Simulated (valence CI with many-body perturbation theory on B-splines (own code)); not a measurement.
The numbers below are computed, except where a source is named.
## Energy levels of Au47+

Method: configuration interaction combined with many-body perturbation theory (CI+MBPT): four valence electrons over a frozen Dirac-Fock core [Ar] 3d10, radial functions for each j: 11 s, 11 p, 10 d, 8 f, 5 g, 2 h, with the one-electron correlation potential Σ1, the two-electron term Σ2, the three-electron term Σ3, Breit, model QED; selected CI, second order for the rest, scaled by the run's own slope (own B-spline code, finite nucleus).

No measured spectrum was set against this ion. As an estimate, large intervals hold to a few tenths of a per cent, small ones and those within an open d or f shell to about a per cent. Among the levels kept, up to 400 cm⁻¹ of a level comes from second order outside the variational space, and about a tenth of that is noise between levels of different J, which matters for small intervals.

Levels 1 to 45 of 185, with energies above the lowest level, (4s^2 4p1/2^2) J=0. "Leading %" is the weight of the configuration and term that name the level; weights of strongly mixed levels are sums over their largest components and can fall short. In the jj column 3d3/2^4 stands for four electrons in 3d with j = 3/2.

| No. | Configuration | Term | J | E (eV) | Leading % | Leading jj | Second component | g |
| --- | --- | --- | --- | --- | --- | --- | --- | --- |
| 1 | 4s²4p² | ³P | 0 | 0.00 | 69 | 4s^2 4p1/2^2 (99 %) | 30 % 4s²4p² ¹S |  |
| 2 | 4s²4p² | ³P | 1 | 131.65 | 99 | 4s^2 4p1/2 4p3/2 (99 %) |  | 1.496 |
| 3 | 4s²4p² | ¹D | 2 | 136.37 | 64 | 4s^2 4p1/2 4p3/2 (99 %) | 36 % 4s²4p² ³P | 1.173 |
| 4 | 4s4p³ | ³P° | 2 | 240.88 | 46 | 4s 4p1/2^2 4p3/2 (97 %) | 29 % 4s4p³ ⁵S° | 1.549 |
| 5 | 4s4p³ | ³D° | 1 | 257.00 | 34 | 4s 4p1/2^2 4p3/2 (94 %) | 26 % 4s4p³ ¹P° | 1.079 |
| 6 | 4s²4p² | ³P | 2 | 271.61 | 64 | 4s^2 4p3/2^2 (99 %) | 35 % 4s²4p² ¹D | 1.316 |
| 7 | 4s²4p² | ¹S | 0 | 281.77 | 69 | 4s^2 4p3/2^2 (99 %) | 30 % 4s²4p² ³P |  |
| 8 | 4s²4p4d | ³F° | 2 | 302.50 | 74 | 4s^2 4p1/2 4d3/2 (99 %) | 20 % 4s²4p4d ¹D° | 0.759 |
| 9 | 4s²4p4d | ³D° | 1 | 322.89 | 50 | 4s^2 4p1/2 4d3/2 (94 %) | 27 % 4s²4p4d ¹P° | 0.853 |
| 10 | 4s²4p4d | ³P° | 2 | 340.12 | 41 | 4s^2 4p1/2 4d5/2 (89 %) | 31 % 4s²4p4d ³D° | 1.324 |
| 11 | 4s²4p4d | ³F° | 3 | 341.60 | 51 | 4s^2 4p1/2 4d5/2 (94 %) | 22 % 4s²4p4d ¹F° | 1.124 |
| 12 | 4s4p³ | ³D° | 2 | 370.66 | 48 | 4s 4p1/2 4p3/2^2 (89 %) | 40 % 4s4p³ ⁵S° | 1.506 |
| 13 | 4s4p³ | ³D° | 3 | 379.35 | 93 | 4s 4p1/2 4p3/2^2 (93 %) | 5 % 4s²4p4d ³F° | 1.310 |
| 14 | 4s4p³ | ³P° | 0 | 385.10 | 96 | 4s 4p1/2 4p3/2^2 (96 %) |  |  |
| 15 | 4s4p³ | ³P° | 1 | 392.96 | 46 | 4s 4p1/2 4p3/2^2 (94 %) | 20 % 4s4p³ ³D° | 1.287 |
| 16 | 4s4p³ | ¹D° | 2 | 395.26 | 69 | 4s 4p1/2 4p3/2^2 (91 %) | 15 % 4s4p³ ³D° | 1.088 |
| 17 | 4s4p³ | ³S° | 1 | 396.91 | 37 | 4s 4p1/2 4p3/2^2 (97 %) | 23 % 4s4p³ ³D° | 1.358 |
| 18 | 4s4p²4d | ³D | 1 | 413.04 | 42 | 4s 4p1/2^2 4d3/2 (98 %) | 41 % 4s4p²4d ⁵F | 0.432 |
| 19 | 4s4p²4d | ³D | 2 | 416.96 | 29 | 4s 4p1/2^2 4d3/2 (95 %) | 21 % 4s4p²4d ⁵F | 1.147 |
| 20 | 4s4p²4d | ³D | 3 | 449.11 | 33 | 4s 4p1/2^2 4d5/2 (96 %) | 21 % 4s4p²4d ⁵D | 1.354 |
| 21 | 4s²4p4d | ³D° | 2 | 451.71 | 50 | 4s^2 4p3/2 4d3/2 (91 %) | 23 % 4s²4p4d ¹D° | 1.049 |
| 22 | 4s²4p4d | ³P° | 1 | 453.53 | 55 | 4s^2 4p3/2 4d3/2 (94 %) | 35 % 4s²4p4d ³D° | 1.119 |
| 23 | 4s²4p4d | ³P° | 0 | 453.92 | 95 | 4s^2 4p3/2 4d3/2 (95 %) |  |  |
| 24 | 4s²4p4d | ³F° | 3 | 454.07 | 43 | 4s^2 4p3/2 4d3/2 (93 %) | 34 % 4s²4p4d ¹F° | 1.104 |
| 25 | 4s4p²4d | ³F | 2 | 457.37 | 27 | 4s 4p1/2^2 4d5/2 (91 %) | 21 % 4s4p²4d ¹D | 1.036 |
| 26 | 4s²4p4d | ³F° | 4 | 469.56 | 99 | 4s^2 4p3/2 4d5/2 (99 %) |  | 1.245 |
| 27 | 4s²4p4d | ³P° | 2 | 473.37 | 42 | 4s^2 4p3/2 4d5/2 (91 %) | 37 % 4s²4p4d ¹D° | 1.262 |
| 28 | 4s²4p4d | ³D° | 3 | 489.46 | 57 | 4s^2 4p3/2 4d5/2 (94 %) | 41 % 4s²4p4d ¹F° | 1.189 |
| 29 | 4s²4p4d | ¹P° | 1 | 492.27 | 63 | 4s^2 4p3/2 4d5/2 (95 %) | 23 % 4s²4p4d ³P° | 1.081 |
| 30 | 4p⁴ | ³P | 2 | 504.76 | 57 | 4p1/2^2 4p3/2^2 (84 %) | 27 % 4p⁴ ¹D | 1.284 |
| 31 | 4p⁴ | ¹S | 0 | 512.46 | 55 | 4p1/2^2 4p3/2^2 (87 %) | 32 % 4p⁴ ³P |  |
| 32 | 4s4p³ | ³P° | 2 | 524.55 | 47 | 4s 4p3/2^3 (91 %) | 16 % 4s4p³ ¹D° | 1.420 |
| 33 | 4s²4p4f | ³G | 3 | 525.64 | 63 | 4s^2 4p1/2 4f5/2 (86 %) | 16 % 4s²4p4f ¹F | 0.825 |
| 34 | 4s²4p4f | ³F | 2 | 532.10 | 38 | 4s^2 4p1/2 4f5/2 (78 %) | 23 % 4s²4p4f ¹D | 0.880 |
| 35 | 4s4p²4d | ⁵D | 0 | 535.24 | 84 | 4s 4p1/2 4p3/2 4d3/2 (96 %) | 13 % 4s4p²4d ³P |  |
| 36 | 4s4p²4d | ⁵D | 1 | 535.54 | 54 | 4s 4p1/2 4p3/2 4d3/2 (98 %) | 21 % 4s4p²4d ⁵F | 1.158 |
| 37 | 4s4p²4d | ⁵F | 3 | 536.54 | 28 | 4s^2 4p1/2 4f7/2 (48 %) | 26 % 4s²4p4f ³D | 1.180 |
| 38 | 4s4p²4d | ⁵F | 2 | 536.68 | 35 | 4s 4p1/2 4p3/2 4d3/2 (83 %) | 16 % 4s4p²4d ⁵D | 1.098 |
| 39 | 4s²4p4f | ³G | 4 | 537.51 | 34 | 4s^2 4p1/2 4f7/2 (74 %) | 21 % 4s²4p4f ¹G | 1.097 |
| 40 | 4s4p³ | ¹P° | 1 | 540.26 | 38 | 4s 4p3/2^3 (95 %) | 24 % 4s4p³ ³S° | 1.186 |
| 41 | 4s²4p4f | ³D | 3 | 541.64 | 21 | 4s 4p1/2 4p3/2 4d3/2 (50 %) | 18 % 4s4p²4d ⁵F | 1.171 |
| 42 | 4s4p²4d | ⁵F | 4 | 550.00 | 22 | 4s 4p1/2 4p3/2 4d3/2 (69 %) | 18 % 4s4p²4d ³G | 1.178 |
| 43 | 4s4p²4d | ³F | 2 | 555.70 | 65 | 4s 4p1/2 4p3/2 4d3/2 (87 %) | 7 % 4s4p²4d ³P | 0.905 |
| 44 | 4s4p²4d | ³D | 3 | 559.33 | 29 | 4s 4p1/2 4p3/2 4d3/2 (79 %) | 28 % 4s4p²4d ⁵P | 1.354 |
| 45 | 4s4p²4d | ³P | 1 | 560.19 | 24 | 4s 4p1/2 4p3/2 4d3/2 (96 %) | 24 % 4s4p²4d ⁵P | 1.529 |

The ionisation energy to 4s²4p ²P°1/2 of the next ion comes out as 2641.9 eV (NIST: 2640 ± 4 eV (theoretical)). All 185 levels together are meant to be complete up to 807.30 eV.
